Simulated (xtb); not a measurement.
H$_{2}$S, charge +1, doublet, from a rough starting geometry (a state made from the parent by changing its charge; the spin is typed, not shown lowest); GFN2-xTB (xtb 6.7.1).

xtb was given this input:
```
$ xtb mol.xyz --gfn 2 --chrg 1 --uhf 1 --opt vtight --json

# file mol.xyz
3

S      0.02453404    -0.01198458     0.59013899
H     -0.01180704     0.95196594    -0.28361262
H      0.06794649    -0.95914355    -0.32889808
```

It wrote (shortened):

```
   ID    Z sym.   atoms
    1   16 S      1
    2    1 H      2, 3

           -------------------------------------------------
          |                Calculation Setup                |
           -------------------------------------------------

           -------------------------------------------------
          |                 G F N 2 - x T B                 |
           -------------------------------------------------

          ...................................................
          :                      SETUP                      :
          :.................................................:
          :  # basis functions                  12          :
          :  # atomic orbitals                  11          :
          :  # shells                            5          :
          :  # electrons                         7          :
          :  max. iterations                   250          :
          :  Hamiltonian                  GFN2-xTB          :
          :  restarted?                      false          :
          :  GBSA solvation                  false          :
          :  PC potential                    false          :
          :  electronic temp.          300.0000000     K    :
          :  accuracy                    1.0000000          :
          :  -> integral cutoff          0.2500000E+02      :
          :  -> integral neglect         0.1000000E-07      :
          :  -> SCF convergence          0.1000000E-05 Eh   :
          :  -> wf. convergence          0.1000000E-03 e    :
          :  Broyden damping             0.4000000          :
          :  net charge                          1          :
          :  unpaired electrons                  1          :
          ...................................................

 iter      E             dE          RMSdq      gap      omega  full diag
   1     -3.7241236 -0.372412E+01  0.672E+00    6.30       0.0  T
   2     -3.7251968 -0.107323E-02  0.343E+00    6.58       1.0  T
   3     -3.7255507 -0.353828E-03  0.302E-01    6.84       1.0  T
   4     -3.7255516 -0.981362E-06  0.479E-02    6.83       1.2  T
   5     -3.7255517 -0.479599E-07  0.149E-02    6.83       3.9  T
   6     -3.7255517 -0.594227E-08  0.300E-03    6.83      19.2  T
   7     -3.7255517 -0.286409E-09  0.418E-04    6.83     138.2  T
   8     -3.7255517 -0.291345E-10  0.114E-04    6.83     505.8  T

   *** convergence criteria satisfied after 8 iterations ***

         :::::::::::::::::::::::::::::::::::::::::::::::::::::
         ::                     SUMMARY                     ::
         :::::::::::::::::::::::::::::::::::::::::::::::::::::
         :: total energy              -3.703006706167 Eh    ::
         :: gradient norm              0.044122754630 Eh/a0 ::
         :: HOMO-LUMO gap              6.826397752145 eV    ::
         ::.................................................::
         :: SCC energy                -3.725551698293 Eh    ::
         :: -> isotropic ES            0.144720517024 Eh    ::
         :: -> anisotropic ES         -0.001732446986 Eh    ::
         :: -> anisotropic XC          0.003911923055 Eh    ::
         :: -> dispersion             -0.000253842851 Eh    ::
         :: repulsion energy           0.022544992126 Eh    ::
         :: add. restraining           0.000000000000 Eh    ::
         :: total charge               1.000000000000 e     ::
         :::::::::::::::::::::::::::::::::::::::::::::::::::::

      -----------------------------------------------------------
     |                   =====================                   |
     |                        A N C O P T                        |
     |                   =====================                   |
     |               Approximate Normal Coordinate               |
     |                Rational Function Optimizer                |
      -----------------------------------------------------------
[...]
 * total energy  :    -3.7030067 Eh     change       -0.3336442E-11 Eh
 * total energy  :    -3.7046482 Eh     change       -0.1641526E-02 Eh
 * total energy  :    -3.7051463 Eh     change       -0.4980256E-03 Eh
 * total energy  :    -3.7051597 Eh     change       -0.1344904E-04 Eh
 * total energy  :    -3.7051598 Eh     change       -0.1137386E-06 Eh
 * total energy  :    -3.7051598 Eh     change       -0.2551292E-07 Eh
   *** GEOMETRY OPTIMIZATION CONVERGED AFTER 6 ITERATIONS ***
         :: total energy              -3.705159845912 Eh    ::
[...]
         :: gradient norm              0.000030088976 Eh/a0 ::
         :: HOMO-LUMO gap              6.494287141930 eV    ::
         ::.................................................::
         :: SCC energy                -3.719788918431 Eh    ::
         :: -> isotropic ES            0.142772589698 Eh    ::
         :: -> anisotropic ES         -0.003227756237 Eh    ::
         :: -> anisotropic XC          0.004229040161 Eh    ::
         :: -> dispersion             -0.000256767728 Eh    ::
         :: repulsion energy           0.014629072519 Eh    ::
         :: add. restraining           0.000000000000 Eh    ::
         :: total charge               1.000000000000 e     ::
         :::::::::::::::::::::::::::::::::::::::::::::::::::::

           -------------------------------------------------
          |                Property Printout                |
           -------------------------------------------------

    * Orbital Energies and Occupations

         #    Occupation            Energy/Eh            Energy/eV
      -------------------------------------------------------------
         1        2.0000           -1.0324136             -28.0934
         2        2.0000           -0.7777966             -21.1649
         3        2.0000           -0.7631218             -20.7656
         4        1.0000           -0.7038653             -19.1531 (HOMO)
         5                         -0.4652046             -12.6589 (LUMO)
         6                         -0.4109783             -11.1833
         7                         -0.3022274              -8.2240
         8                         -0.2990398              -8.1373
         9                         -0.2870206              -7.8102
        10                         -0.0391948              -1.0665
        11                          0.2684352               7.3045
      -------------------------------------------------------------
                  HL-Gap            0.2386607 Eh            6.4943 eV
             Fermi-level           -0.6590142 Eh          -17.9327 eV

     #   Z          covCN         q      C6AA      α(0)
     1  16 S        1.841     0.520   121.644    18.564
     2   1 H        0.920     0.240     0.917     1.497
     3   1 H        0.920     0.240     0.917     1.497

 Mol. C6AA /au·bohr⁶  :        167.478576
 Mol. C8AA /au·bohr⁸  :       7030.003279
 Mol. α(0) /au        :         21.558194

Wiberg/Mayer (AO) data.
largest (>0.10) Wiberg bond orders for each atom

 ---------------------------------------------------------------------------
     #   Z sym  total        # sym  WBO       # sym  WBO       # sym  WBO
 ---------------------------------------------------------------------------
     1  16 S    1.880 --     3 H    0.940     2 H    0.940
     2   1 H    0.942 --     1 S    0.940
     3   1 H    0.942 --     1 S    0.940
 ---------------------------------------------------------------------------

Topologies differ in total number of bonds
Writing topology from bond orders to xtbtopo.mol

molecular dipole:
                 x           y           z       tot (Debye)
 q only:        0.050      -0.019       0.315
   full:        0.050      -0.017       0.214       0.560
molecular quadrupole (traceless):
                xx          xy          yy          xz          yz          zz
 q only:       -1.278      -0.107       1.245       0.017       0.019       0.033
  q+dip:       -1.579      -0.136       1.634       0.008       0.030      -0.055
   full:       -1.058      -0.106       1.452       0.012       0.034      -0.394

optimized geometry written to: xtbopt.xyz

           -------------------------------------------------
          | TOTAL ENERGY               -3.705159845912 Eh   |
          | GRADIENT NORM               0.000030088976 Eh/α |
          | HOMO-LUMO GAP               6.494287141930 eV   |
           -------------------------------------------------
```
